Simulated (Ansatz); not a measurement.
Cartesian coordinates in Å:
```
C -0.361 -2.532 -1.228
Zr 0.720 -0.629 -0.835
F 1.461 -0.177 -2.542
F 2.123 -1.144 0.369
C -1.079 1.125 -1.147
C -1.665 0.117 -0.352
C -0.988 0.097 0.885
C 0.034 1.078 0.871
Si 1.205 1.479 2.263
C -0.034 1.707 -0.406
H -0.847 -2.962 -0.347
H 0.408 -3.242 -1.566
H -1.110 -2.454 -2.022
H -1.351 1.376 -2.162
H -2.483 -0.526 -0.638
H -1.189 -0.586 1.699
H 2.540 1.829 1.715
H 1.304 0.309 3.170
H 0.688 2.644 3.030
H 0.623 2.491 -0.757
```

Total charge 0; spin multiplicity 1. Zr: def2 effective core potential.

List the CAM-B3LYP/def2-TZVPP orbital energies in eV (the Gaussian-basis code of Ansatz). (Estimate.)

Ansatz gave: Occupied: -1801.05, -672.75, -672.73, -279.64, -279.63, -279.60, -279.58, -279.33, -277.86, -145.65, -100.97, -100.96, -100.96, -61.00, -38.16, -37.74, -37.12, -32.51, -32.06, -26.93, -22.26, -22.21, -20.34, -17.85, -17.52, -17.25, -15.52, -13.94, -13.83, -13.51, -13.39, -13.29, -13.20, -13.12, -13.01, -12.89, -12.76, -12.45, -12.36, -11.34, -11.26, -11.25, -9.18, -8.99, -8.91. Lowest empty: -0.16, 0.29, 0.55, 0.70, 1.22, 1.29, 1.42, 1.45.
